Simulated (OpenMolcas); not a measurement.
# Dy2+ in CsCaF3

Dy2+ with its 6 nearest fluoride ions at 2.339 Å, on the Ca site of CsCaF3 (a = 4.526 Å, distance in the model lattice 2.263 Å). The rest of the host is ab initio model potentials to 7.6 Å, with orthogonalisation functions on the cations behind the ligands, and point charges beyond; the distance is set by hand and nothing relaxes. Ligand basis ANO-RCC-VDZP.
```
Dy    0.0000    0.0000    0.0000
F     2.3390    0.0000    0.0000
F     0.0000    2.3390    0.0000
F    -2.3390    0.0000    0.0000
F     0.0000   -2.3390    0.0000
F     0.0000    0.0000    2.3390
F     0.0000    0.0000   -2.3390
```

```yaml
Program: OpenMolcas 26.06
Method: CASSCF
Basis: ANO-RCC-VDZP [7s6p4d2f1g]
Scalar_Hamiltonian: DKH2, point nucleus
Active_space: 10 electrons in 7 orbitals (4f)
State_averaging: 2S+1 = 5 even, 35 roots (33 in the spin-orbit step); 2S+1 = 3 even, 106 roots kept (CI in the orbitals of an earlier block); 2S+1 = 1 even, 31 roots kept (CI in the orbitals of an earlier block)
Spin-orbit_coupling: RASSI with atomic mean-field integrals over the reference wave functions
```

The lowest spin-free states (labels of O, the rotations of Oh), above the lowest:

| State | Degeneracy | E (cm-1) | Free-ion L (%) |
| --- | --- | --- | --- |
| 5A2 | 1 | 0.0 | I (100) |
| 5T2 | 3 | 93.0 | I (100) |
| 5E | 2 | 160.7 | I (100) |
| 5T1 | 3 | 368.1 | I (100) |
| 5A1 | 1 | 395.8 | I (100) |
| 5T2 | 3 | 406.1 | I (100) |
| 5T1 | 3 | 16498 | F (100) |
| 5A1 | 1 | 16613 | S (100) |
| 5T2 | 3 | 16677 | F (100) |
| 5A2 | 1 | 16786 | F (100) |
| 3T1 | 3 | 19607 | K (100) |
| 3T2 | 3 | 19611 | K (100) |
| 3A2 | 1 | 19682 | K (100) |
| 3T2 | 3 | 19687 | K (100) |
| 3E | 2 | 19691 | K (100) |
| 3T1 | 3 | 19707 | K (100) |
| 3T2 | 3 | 24979 | H (99) |
| 3T1 | 3 | 24989 | H (99) |
| 3E | 2 | 25121 | H (98) |
| 3T1 | 3 | 25166 | H (99) |

The lowest levels with spin-orbit coupling:

| E (cm-1) | Degeneracy | Label | 2S+1 | J | |mJ| (%) |
| --- | --- | --- | --- | --- | --- |
| 0.0 | 2 | E | 5 | 8.02 | 2 (50) |
| 11.0 | 3 | T1 | 5 | 8.02 | 1 (39) |
| 43.6 | 1 | A1 | 5 | 8.02 | 0 (52) |
| 192.7 | 3 | T1 | 5 | 8.01 | 4 (32) |
| 233.5 | 3 | T2 | 5 | 8.01 | 5 (37) |
| 263.7 | 2 | E | 5 | 8.01 | 6 (50) |
| 265.4 | 3 | T2 | 5 | 8.01 | 6 (31) |
| 4308 | 3 | T1 | 5 | 7.02 | 7 (34) |
| 4309 | 3 | T2 | 5 | 7.02 | 2 (33) |
| 4398 | 1 | A2 | 5 | 7.01 | 2 (54) |
| 4409 | 3 | T2 | 5 | 7.01 | 3 (46) |
| 4417 | 2 | E | 5 | 7.01 | 4 (50) |
| 4445 | 3 | T1 | 5 | 7.01 | 5 (55) |
| 7452 | 2 | E | 5 | 6.02 | 0 (44) |
| 7459 | 3 | T2 | 5 | 6.02 | 1 (53) |
| 7498 | 1 | A2 | 5 | 6.02 | 2 (69) |
| 7524 | 3 | T2 | 5 | 6.01 | 5 (34) |
| 7541 | 3 | T1 | 5 | 6.01 | 4 (33) |
| 7559 | 1 | A1 | 5 | 6.01 | 4 (87) |
| 9811 | 3 | T1 | 5 | 5.02 | 5 (35) |

Powder χT (cm3 K/mol): 3.24 at 2 K, 10.2 at 10 K, 12.6 at 50 K, 13.2 at 100 K, 13.7 at 200 K, 13.8 at 300 K. The effective moment at 300 K is 2.828 √(χT) = 10.51 μB.

Hund's rules give f10 the level 5I8 with g = 1.250, so an isolated free-ion multiplet has χT = g² J(J+1) / 8 = 14.062 cm3 K/mol. The computed 13.807 at 300 K differs by -2 %, through the field's splitting, the mixing of terms and any other multiplet in reach.

Stevens parameters of the J = 8 multiplet, which is 265 cm-1 wide (cm-1, z along the main axis): B40 = -5.429e-03, B44 = -2.713e-02, B60 = -1.426e-05, B64 = 2.998e-04.

Metal share of the active 4f orbitals (Löwdin): 100, 100, 100, 100, 100, 100, 100 %; Mulliken charge of the metal 1.83.

High states are left out of the spin-orbit mixing, which shifts the levels that they would mix with. Without dynamic correlation the ligand-field splitting of an f shell can come out too small, at times by half. The first state left out of the spin-orbit step lies near 43000 cm-1 above the lowest spin-free state of the reference (among the parities and spins computed), and the lists stop at four fifths of that energy or lower. No measured value stands beside these numbers; the geometry was set by hand and not optimised.
